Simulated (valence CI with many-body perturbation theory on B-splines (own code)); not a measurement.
# Hg46+: key properties

Level of theory: configuration interaction combined with many-body perturbation theory (CI+MBPT): six valence electrons over a frozen Dirac-Fock core [Ar] 3d10, radial functions for each j: 9 s, 9 p, 8 d, 6 f, 3 g, 1 h, with the one-electron correlation potential Σ1 (screened to all orders), the two-electron term Σ2, the three-electron term Σ3, Breit, model QED; selected single and double excitations, second order for the rest, scaled by the run's own slope (own B-spline code, finite nucleus).

No measured spectrum was set against this ion. As an estimate, large intervals hold to a few tenths of a per cent, small ones and those within an open d or f shell to about a per cent. Among the levels kept, up to 650 cm⁻¹ of a level comes from second order outside the variational space, and about a tenth of that is noise between levels of different J, which matters for small intervals.

Levels are named by their leading jj configuration (3d3/2^4 stands for four electrons in 3d with j = 3/2), which in mixed levels can hold well under half, so a name can repeat and another be missing.

Rates and lifetimes use the calculated energies. Strong lines usually hold to 10 to 20 %, long lifetimes can be off by a factor of two.

Task: What is the ground level?

Result: (4s^2 4p1/2^2 4p3/2^2) J=2, composition 68 % 4s²4p⁴ ³P + 31 % 4s²4p⁴ ¹D, g = 1.339.

Task: How well does LS coupling describe the low levels?

Result: Among the lowest 20 levels the leading LS term, summed over configurations, holds 52 % on average. For single configurations the figures are 51 % in LS and 96 % in jj coupling. Terms mix most in the J = 3 level at 179.40 eV, where the leading one holds 28 %.

Task: Among levels below 381.49 eV, which E1 lines absorb most strongly from the ground level?

Result: to (4s^2 4p1/2 4p3/2^2 4d3/2) J=3 at 3.692 nm, f = 0.701; to (4s^2 4p1/2 4p3/2^2 4d3/2) J=2 at 3.680 nm, f = 0.571; to (4s^2 4p1/2^2 4p3/2 4d5/2) J=3 at 5.570 nm, f = 0.430.

Task: Where does the other parity begin?

Result: At (4s^2 4p1/2^2 4p3/2 4d3/2) J=2, 174.98 eV.

Task: Name the longest-lived excited levels whose lifetime is computed, and their main decay.

Result: (4s^2 4p1/2^2 4p3/2^2) J=0 at 9.94 eV lives 148 ms, mostly by E2 to (4s^2 4p1/2^2 4p3/2^2) J=2; (4s^2 4p1/2^2 4p3/2 4d5/2) J=4 at 207.15 eV lives 6.81 μs, mostly by M1 to (4s^2 4p1/2^2 4p3/2 4d3/2) J=3; (4s^2 4p1/2^2 4p3/2 4d3/2) J=0 at 178.31 eV lives 345 ns, mostly by E1 to (4s^2 4p1/2 4p3/2^3) J=1.
